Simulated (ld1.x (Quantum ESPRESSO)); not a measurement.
What one change does to a pseudopotential (tungsten (W), TM)

```
Element                 : tungsten (W)
Generator               : ld1.x (Quantum ESPRESSO) 7.5
Type                    : norm-conserving Troullier–Martins (Kleinman–Bylander form)
Functional              : PBE
Relativity              : fully relativistic
Frozen core             : [Xe] 4f14
Valence charge          : 6
Reference configuration : 5d4 6s1 6p0 (charge +1)
Partial waves           : 6s (bound): rc 2.35 bohr; 6p (bound, empty): rc 2.55 bohr; 5d (bound): rc 2.65 bohr; 5f channel at 0.4 Ry: rc 2.20 bohr
Local potential         : all-electron potential smoothed inside 1.65 bohr (lloc = -1)
Core correction         : none
```

Open shells are filled in proportion to 2j + 1 (rel_dist='average').

Change: local potential all-electron potential smoothed inside 2.18 bohr (lloc = -1).

Cutoffs: the cutoffs (Ry, on a coarse ladder) from which the occupation-weighted sum of valence levels, in a spherical-Bessel basis at the reference potential, stays within 10 and 1 mRy of its value at 400 Ry; they do not see the model core or the augmentation charge, which bear on the density cutoff. Errors are all-electron minus pseudo energies relative to the spin-unpolarised reference configuration.

How do hardness, ghosts and transferability respond?

The potential gets neither clearly harder nor softer (25 Ry and 30 Ry → 25 Ry and 30 Ry); the bound ghosts move from p, s to f, p, s; of the 7 tests that both files solve, the error grows in 2 and shrinks in 1 by more than 15 % and 0.3 meV (median size 16.8 → 14.3 meV); the range in which the s phases agree widens (upper end 1.3 → 2.5); the range in which the p1/2 phases agree narrows (upper end 2.8 → -0.2). In the separable form a ghost depends on how the local part lies against the semilocal potential of the channel, so the choice of the local part can create or remove one.

```csv
quantity,base,changed
"cutoff, loose",25 Ry,25 Ry
"cutoff, tight",30 Ry,30 Ry
loose cutoff by channel (10 mRy a level),"s 8 Ry, d 21 Ry","s 10 Ry, d 21 Ry"
bound ghosts,"s, p3/2, p1/2","f7/2, f5/2, s, p3/2"
"error for 5d4 6s2 6p0, meV [ΔE -8.89 eV]",+17,+14
"error for 5d4 6s0 6p0, meV [ΔE 15.68 eV]",+53,+52
"error for 5d3 6s0 6p0, meV [ΔE 41.05 eV]",+118,+115
"error for 5d3 6s2 6p0, meV [ΔE -0.06 eV]",+0.7,-9.3
"error for 5d2 6s0 6p0, meV [ΔE 78.24 eV]",+237,+228
"error for 5d5 6s0 6p0, meV [ΔE 0.81 eV]",-7.3,-8.0
"error for 5d5 6s1 6p0, meV [ΔE -7.35 eV]",-2.8,-11
s: phases at 2.90 bohr within 0.05 rad from the reference energy up to (Ry; the scan ends near 5),1.3,2.5
p1/2: phases at 2.90 bohr within 0.05 rad from the reference energy up to (Ry; the scan ends near 5),2.8,-0.2
p3/2: phases at 2.90 bohr within 0.05 rad from the reference energy up to (Ry; the scan ends near 5),2.4,-0.3
d3/2: phases at 2.90 bohr within 0.05 rad from the reference energy up to (Ry; the scan ends near 5),1.4,1.2
d5/2: phases at 2.90 bohr within 0.05 rad from the reference energy up to (Ry; the scan ends near 5),1.6,1.4
f5/2: phases at 2.90 bohr within 0.05 rad from the reference energy up to (Ry; the scan ends near 5),3.8,3.0
f7/2: phases at 2.90 bohr within 0.05 rad from the reference energy up to (Ry; the scan ends near 5),3.7,3.6
```

Base: These tests converged, but a pseudo level misses the all-electron one widely, so the file describes the atom poorly there or has found another state: 5d2 6s0 6p0: empty 6p by 7.7 eV (a node warning on the way). Changed file: These tests converged, but a pseudo level misses the all-electron one widely, so the file describes the atom poorly there or has found another state: 5d3 6s0 6p0: empty 6p by 2.7 eV (a node warning on the way); 5d2 6s0 6p0: empty 6p by 8.2 eV. A true bound ghost makes a file unfit for plane-wave use even where its test errors are small: the radial tests pick states by their node count and pass the ghost by.
